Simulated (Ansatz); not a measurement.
Gas-phase electronic energies from Ansatz, PBE0-D4/def2-TZVP geometries. CBS: MP2 limit from def2 TZ/QZ plus the TZ coupled-cluster correction, frozen cores. Functionals use def2-TZVPP. Each species was taken in one conformer, which may not be the lowest.

Reaction (ligand exchange at a B–C bond): `B[C](=C)[AlH2]` + `CCN[SiH3]` → `BN([SiH3])CC` + `C=[CH][AlH2]`

`B[C](=C)[AlH2]`:

Z-matrix (Å, degrees):
```
B
C 1 1.544
H 1 1.202 2 119.3
H 1 1.199 2 122.1 3 180.0
C 2 1.350 1 116.5 3 -0.0
Al 2 1.951 1 125.8 3 180.0
H 5 1.092 2 121.6 1 0.0
H 5 1.091 2 123.2 1 -180.0
H 6 1.586 2 121.7 1 -0.0
H 6 1.591 2 117.4 1 180.0
```

`CCN[SiH3]`:

Cartesian coordinates in Å:
```
C 1.420 0.836 -1.070
C 0.815 -0.105 -0.047
N -0.622 -0.217 -0.197
Si -1.690 -0.548 1.104
H 0.982 1.832 -0.982
H 2.502 0.915 -0.938
H 1.235 0.475 -2.086
H 1.019 0.274 0.961
H 1.313 -1.084 -0.110
H -0.907 -0.491 -1.125
H -3.077 -0.442 0.580
H -1.453 0.453 2.180
H -1.537 -1.896 1.732
```

`BN([SiH3])CC`:

```xyz
15

B     0.380    1.802    0.423
N     0.302    0.540   -0.169
Si    1.719   -0.334   -0.707
C    -0.993   -0.113   -0.385
C    -1.387   -1.018    0.766
H    -0.634    2.366    0.732
H     1.452    2.302    0.609
H     1.634   -0.548   -2.178
H     2.928    0.445   -0.362
H     1.774   -1.677   -0.068
H    -1.749    0.664   -0.524
H    -0.958   -0.688   -1.318
H    -2.347   -1.499    0.565
H    -0.643   -1.802    0.928
H    -1.477   -0.441    1.689
```

`C=[CH][AlH2]`:

Cartesian coordinates in Å:
```
C 0.956 -0.950 0.299
C 0.551 0.102 -0.419
Al -1.196 0.872 -0.086
H 0.329 -1.390 1.072
H 1.926 -1.426 0.159
H 1.243 0.478 -1.172
H -1.735 2.123 -0.903
H -2.074 0.191 1.049
```

```
         species  PBE-D4 energy (Eh)
`B[C](=C)[AlH2]`          -346.78048
     `CCN[SiH3]`          -425.61065
  `BN([SiH3])CC`          -451.05204
  `C=[CH][AlH2]`          -321.38766
```

Problem. Work out ΔE.

Solution. ΔE = (-451.05204) + (-321.38766) − (-346.78048) − (-425.61065) = -0.04857 Eh = -127.5 kJ/mol. CCSD(T)/CBS gives -128.5 kJ/mol.

Largest T1 diagnostic among the species: 0.012.

Leaving LDA and LC-ωPBE aside and taking each functional with its dispersion term where it has one, the values, not all of them listed here, spread over 6.0 kJ/mol, from BLYP-D4 to B97M-V. LDA lies −11.5 kJ/mol from PBE without D4. In def2-TZVPP, CCSD(T) changes the Hartree–Fock value by −17.0 kJ/mol (the triples alone add −2.2 kJ/mol) and MP2 by −16.6 kJ/mol. The D4 term adds −4.6 kJ/mol with B3LYP and −2.6 kJ/mol with PBE0; it sums over pairs of atoms, weighted by their polarisabilities, and B3LYP, whose exchange is more repulsive, gets the larger term.

B3LYP here is the variant with VWN-RPA as its local correlation; programs differ in this.
